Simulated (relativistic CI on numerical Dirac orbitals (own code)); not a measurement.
**Level scheme of Tb III**

Calculated at this level of theory: Dirac-Coulomb-Breit CI, KLI orbitals optimised for each configuration, model QED (radiative potential, 1s self-energy scaled to tabulated hydrogen-like ionisation energies), valence Slater integrals scaled by 0.85, P86 correlation estimate, and configurations built on the next ion tied to the tabulated ionisation energy (semi-empirical) (own radial code, finite nucleus).

CI space (outside the closed core [Kr] 4d10 5s2): 4f⁹5p⁶, 4f⁸5p⁶5d, 4f⁸5p⁶6s, 4f⁸5p⁶6p, 4f⁸5p⁶7s, 4f⁷5p⁶6s², 4f⁸5p⁶7p, 4f¹¹5p⁴. Levels of other configurations are missing.

The lowest level is 4f⁹5p⁶ ⁶H°15/2, with 94 % of that term; Hund's rules for 4f⁹5p⁶ give ⁶H° with J = 15/2, in agreement.

```
No.  Configuration  Term     J  E (eV)   %  Landé g        jj configuration (%)
  1         4f⁹5p⁶   ⁶H°  15/2  0.0000  94    1.324        4f5/2^5 4f7/2^4 (44)
  2         4f⁹5p⁶   ⁶H°  13/2  0.3522  96    1.276        4f5/2^5 4f7/2^4 (51)
  3         4f⁹5p⁶   ⁶H°  11/2  0.5949  94    1.202        4f5/2^4 4f7/2^5 (55)
  4         4f⁹5p⁶   ⁶H°   9/2  0.7827  94    1.073        4f5/2^3 4f7/2^6 (35)
  5         4f⁹5p⁶   ⁶H°   7/2  0.9279  93    0.834        4f5/2^4 4f7/2^5 (38)
  6         4f⁹5p⁶   ⁶F°  11/2  0.9355  95    1.445        4f5/2^5 4f7/2^4 (46)
  7         4f⁹5p⁶   ⁶H°   5/2  1.0359  93    0.306        4f5/2^4 4f7/2^5 (35)
  8         4f⁹5p⁶   ⁶F°   9/2  1.0594  87    1.417        4f5/2^5 4f7/2^4 (35)
  9         4f⁹5p⁶   ⁶F°   7/2  1.2559  91    1.382        4f5/2^4 4f7/2^5 (42)
 10         4f⁹5p⁶   ⁶F°   5/2  1.4015  93    1.305        4f5/2^4 4f7/2^5 (40)
 11       4f⁸5p⁶5d    ⁸G  13/2  1.4072  67    1.467  4f5/2^4 4f7/2^4 5d3/2 (23)
 12       4f⁸5p⁶5d    ⁸G  15/2  1.4257  93    1.458  4f5/2^4 4f7/2^4 5d5/2 (29)
 13       4f⁸5p⁶5d    ⁸G  11/2  1.4621  51    1.488  4f5/2^4 4f7/2^4 5d3/2 (31)
 14         4f⁹5p⁶   ⁶F°   3/2  1.4845  91    1.067        4f5/2^4 4f7/2^5 (52)
 15         4f⁹5p⁶   ⁶F°   1/2  1.5404  91   -0.609        4f5/2^3 4f7/2^6 (34)
 16       4f⁸5p⁶5d    ⁸G   9/2  1.5711  56    1.481  4f5/2^4 4f7/2^4 5d3/2 (36)
 17       4f⁸5p⁶5d    ⁸G   7/2  1.6776  69    1.429  4f5/2^4 4f7/2^4 5d3/2 (36)
 18       4f⁸5p⁶5d    ⁸D  11/2  1.7447  48    1.543  4f5/2^4 4f7/2^4 5d3/2 (23)
 19       4f⁸5p⁶5d    ⁸G   5/2  1.7597  79    1.325  4f5/2^3 4f7/2^5 5d3/2 (30)
 20       4f⁸5p⁶5d    ⁸D   9/2  1.8166  44    1.575  4f5/2^4 4f7/2^4 5d3/2 (26)
 21       4f⁸5p⁶5d    ⁸G   3/2  1.8202  87    1.008  4f5/2^4 4f7/2^4 5d3/2 (31)
 22       4f⁸5p⁶5d    ⁸F  13/2  1.8419  70    1.509  4f5/2^4 4f7/2^4 5d5/2 (37)
 23       4f⁸5p⁶5d    ⁸G   1/2  1.8569  92   -1.200  4f5/2^3 4f7/2^5 5d3/2 (29)
 24       4f⁸5p⁶5d    ⁸D   7/2  1.9374  41    1.638  4f5/2^4 4f7/2^4 5d3/2 (27)
 25       4f⁸5p⁶5d    ⁸F   5/2  2.0321  50    1.752  4f5/2^4 4f7/2^4 5d3/2 (26)
 26       4f⁸5p⁶5d    ⁸F  11/2  2.1027  50    1.565  4f5/2^4 4f7/2^4 5d5/2 (36)
 27       4f⁸5p⁶5d    ⁸F   3/2  2.1067  72    2.046  4f5/2^4 4f7/2^4 5d3/2 (22)
 28       4f⁸5p⁶5d    ⁸H  17/2  2.1217  95    1.406  4f5/2^4 4f7/2^4 5d5/2 (37)
 29       4f⁸5p⁶5d    ⁸F   1/2  2.1550  92    3.854  4f5/2^4 4f7/2^4 5d3/2 (23)
 30       4f⁸5p⁶5d    ⁸F   9/2  2.1776  50    1.607  4f5/2^4 4f7/2^4 5d5/2 (25)
 31         4f⁹5p⁶   ⁴F°   9/2  2.2212  64    1.293                4f7/2^3 (36)
 32       4f⁸5p⁶5d    ⁸H  15/2  2.2460  86    1.381  4f5/2^4 4f7/2^4 5d5/2 (29)
 33         4f⁹5p⁶   ⁴I°  15/2  2.2466  54    1.134                4f7/2^3 (60)
 34       4f⁸5p⁶5d    ⁸D   7/2  2.2616  44    1.700  4f5/2^4 4f7/2^4 5d5/2 (25)
 35       4f⁸5p⁶5d    ⁸D   5/2  2.3136  60    1.921  4f5/2^4 4f7/2^4 5d5/2 (22)
 36       4f⁸5p⁶5d    ⁸H  13/2  2.3416  86    1.350  4f5/2^4 4f7/2^4 5d3/2 (21)
 37       4f⁸5p⁶5d    ⁸D   3/2  2.3419  78    2.632  4f5/2^4 4f7/2^4 5d5/2 (21)
 38       4f⁸5p⁶5d    ⁸H  11/2  2.4093  85    1.302  4f5/2^4 4f7/2^4 5d3/2 (26)
 39       4f⁸5p⁶5d    ⁸H   9/2  2.4662  86    1.216  4f5/2^3 4f7/2^5 5d3/2 (26)
 40         4f⁹5p⁶   ⁴G°  11/2  2.4687  90    1.261        4f5/2^5 4f7/2^4 (41)
 41         4f⁹5p⁶   ⁴M°  21/2  2.4867  94    1.136        4f5/2^5 4f7/2^4 (64)
 42       4f⁸5p⁶5d    ⁸H   7/2  2.5115  88    1.055  4f5/2^4 4f7/2^4 5d3/2 (33)
 43       4f⁸5p⁶5d    ⁸H   5/2  2.5464  90    0.701  4f5/2^3 4f7/2^5 5d3/2 (32)
 44       4f⁸5p⁶5d    ⁸H   3/2  2.5711  91   -0.362  4f5/2^4 4f7/2^4 5d3/2 (32)
 45         4f⁹5p⁶   ⁴K°  17/2  2.6209  39    1.082        4f5/2^5 4f7/2^4 (91)
```

Energies count from the lowest computed level; ° marks odd parity. Filled j subshells are mostly left out of the jj labels.

The mean weight of the leading LS term, summed over parents, in these 45 levels is 77 %, and that of the leading jj configuration (from the same eigenvectors) 35 %, so LS coupling describes them better.

Configurations that consist of the next ion and one excited electron were tied to the tabulated ionisation energy; Rydberg ones are usually within 1,000 to 3,000 cm⁻¹ and the lowest ones within about 6,000 (9,000 in d shells), while levels on excited terms of the next ion carry the error of that term, and the other configurations can be misplaced by 10,000 cm⁻¹ or more. Rates follow the energies as ν³ (E1, M1) or ν⁵ (E2), so rates, branching and lifetimes can be off by large factors. The fine structure of a lone outer electron comes out too small, for d and f at times inverted, and misplaced configurations move strength between like terms. 48 of the 57 excited levels that our extract of the measured tables holds in this range could be paired (the sources list more); they are missed by 3479 cm⁻¹ on average and 6180 at most, and levels without a partner can miss by more. Some levels of the ground configuration have no partner and can miss by 10 % or more.

Landé's interval rule says that E(J) − E(J−1) = AJ with one A. For the ground term the intervals give A = -248.8, -260.4, -275.3, -301.1, -378.8 cm⁻¹ for J = 7/2, 9/2, 11/2, 13/2, 15/2; the multiplet is inverted.

LS names give the leading component of a level, which can be under half, so a name can repeat, a term be missing and a line seem to break the LS rules.
